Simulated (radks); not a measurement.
Species: O2+. Configuration: 1s1.5 2s2 2p2 3s0.5 (fractional occupations, a model configuration). All-electron calculation, Dirac Kohn-Sham, BLYP, spin-unpolarised, spherical densities, finite nucleus; open shells fill j = l - 1/2 first; Fermi nuclear charge, rms radius 2.6991 fm. Program: a radial shooting solver on a logarithmic mesh with Libxc functionals. Some entries of the table are withheld. Estimate them.

orbital  occ.  eigenvalue (eV)  <1/r> (bohr^-1)  r(max) (bohr)
1s1/2     1.5              (1)            7.766            (2)
2s1/2       2         -66.6831            1.500         0.7909
2p1/2       2         -52.3817              (3)         0.6774
2p3/2       0         -52.3115              (4)         0.6782
3s1/2     0.5         -16.9965              (5)          2.634
3p1/2       0              (6)              (7)          2.821
3p3/2       0              (8)              (9)          2.823
3d3/2       0          -9.7944           0.3465          2.916
3d5/2       0          -9.7938           0.3465          2.916

Answer. 
(1) 1s1/2 eigenvalue (eV): -600.1653
(2) 1s1/2 r(max) (bohr): 0.1274
(3) 2p1/2 <1/r> (bohr^-1): 1.432
(4) 2p3/2 <1/r> (bohr^-1): 1.430
(5) 3s1/2 <1/r> (bohr^-1): 0.4714
(6) 3p1/2 eigenvalue (eV): -13.8231
(7) 3p1/2 <1/r> (bohr^-1): 0.4283
(8) 3p3/2 eigenvalue (eV): -13.8140
(9) 3p3/2 <1/r> (bohr^-1): 0.4279
